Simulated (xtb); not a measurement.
C3H7BO2, SMILES O=CB(OC)C. All values are semi-empirical tight-binding results from xtb (GFN2-xTB unless named), good for trends rather than for accurate numbers. The structure is a stationary point at GFN2-xTB. This is a generated structure with no PubChem entry under its InChIKey; it may be hypothetical. The values are those of a single conformer.

Optimised geometry:

Bond lengths (Å): C1–O2 1.411, C1–H7 1.092, C1–H8 1.091, C1–H9 1.092, O2–B3 1.327, B3–C4 1.595, B3–C5 1.601, C4–H10 1.086, C4–H11 1.089, C4–H12 1.090, C5–O6 1.207, C5–H13 1.120. Bond angles (°): O2–C1–H7 111.6, O2–C1–H8 107.7, O2–C1–H9 109.6, H7–C1–H8 109.7, H7–C1–H9 109.0, H8–C1–H9 109.2, C1–O2–B3 125.4, O2–B3–C4 125.1, O2–B3–C5 116.3, C4–B3–C5 118.5, B3–C4–H10 112.9, B3–C4–H11 110.9, B3–C4–H12 110.8, H10–C4–H11 107.7, H10–C4–H12 107.5, H11–C4–H12 106.8, B3–C5–O6 128.0, B3–C5–H13 113.9, O6–C5–H13 118.1.
Charge 0, spin multiplicity 1.

orbital gap: 3.03 eV
dipole moment: 4.65 D
zero-point energy: 62.0 kcal/mol
G − E(el) at 298.15 K (modified RRHO): 41.1 kcal/mol
static polarisability (D4 model): 57.6 bohr³
solvation energy, GFN2-xTB/ALPB(water): -3.0 kcal/mol
solvation energy, GFN2-xTB/ALPB(thf): -7.1 kcal/mol

Question: Give the IR lines (harmonic; lines under 4 % of the strongest left out, lines within 3 cm⁻¹ merged). (Estimate from the structure and the level; the computed values follow.)

Answer: ν (cm⁻¹): 865 (w), 876 (m), 1030 (w), 1072 (m), 1149 (w), 1345 (vs), 1376 (w), 1379 (w), 1412 (m), 1753 (s), 2624 (s), 2968 (w), 2975 (w), 2999 (w), 3007 (w), 3024 (w), 3061 (w) (against the strongest line: vs over 80 %, s over 45 %, m over 15 %, w over 4 %, vw less)

Computed atomic charges and the Wiberg bond orders between heavy atoms:
charges (e) C1 0.02, O2 -0.28, B3 0.32, C4 -0.20, C5 0.13, O6 -0.32, H7 0.05, H8 0.06, H9 0.06, H10 0.04, H11 0.05, H12 0.05, H13 0.02. Bond orders C1–O2 0.97, O2–B3 1.32, B3–C4 1.00, B3–C5 0.93, C5–O6 1.95.
